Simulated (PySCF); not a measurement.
Computed with TPSSh-D3(BJ)/def2-TZVP // CAM-B3LYP-D3(BJ)/def2-TZVP run with PySCF. Gas-phase values, no solvent. One relaxed conformer stands for a flexible species; it need not be the lowest. Excitations are Tamm–Dancoff values on a coarser integration grid. The basis has no diffuse functions, so Rydberg states are missing or too high.

Reference species (SMILES): `B=C=BC` (neutral, multiplicity 1).

| Property | Value |
|---|---|
| S1 excitation (TDA) | 4.13 eV |
| LUMO | -1.60 eV |

Changed species: `BB1C=C1`.

Task: Give the shifts of the S1 excitation (TDA) and LUMO.

Result: the S1 excitation (TDA) rises by 1.09 eV, to 5.22 eV; the LUMO falls by 0.31 eV, to -1.91 eV.
